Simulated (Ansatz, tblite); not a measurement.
Cost and result up the ladder for [SiBr3]- (SiBr3⁻) (4 atoms). Charge -1, multiplicity 1. Geometry: PBE-D4/def2-SVPD.

```tsv
atom	x (Å)	y (Å)	z (Å)
Si1	-0.491	-0.571	-0.445
Br2	-1.534	1.429	0.433
Br3	1.397	0.457	-1.557
Br4	0.628	-1.316	1.568
```

Ansatz on 4 threads of Arm Neoverse V1 on a shared host; xTB runs through tblite on one thread. Times are rough, summed over both states, and most runs start from the orbitals of an earlier one. PBE0-D4/def2-TZVPD serves as the yardstick here, not as an exact answer. The other state is a doublet.

The xTB rows come from tblite.

Raw xTB energies of ions are shifted by several eV.

```
                          level  functions  vertical IE (eV)  difference from PBE0-D4/def2-TZVPD (eV)
           r2SCAN-D4/def2-TZVPD        214              3.81                                    -0.12
PBE-D4/def2-TZVPD (with forces)        214              3.78                                    -0.15
                       GFN2-xTB         36              8.38                                     4.44
             PBE0-D4/def2-TZVPD        214              3.93                                     0.00
                       GFN1-xTB         36              6.54                                     2.60
```

Estimate how long each takes.

GFN1-xTB 0.009 s; GFN2-xTB 0.01 s; PBE-D4/def2-TZVPD (with forces) 10 s; PBE0-D4/def2-TZVPD 18 s; r2SCAN-D4/def2-TZVPD 21 s. On shared hardware such times vary by a factor of up to 3.
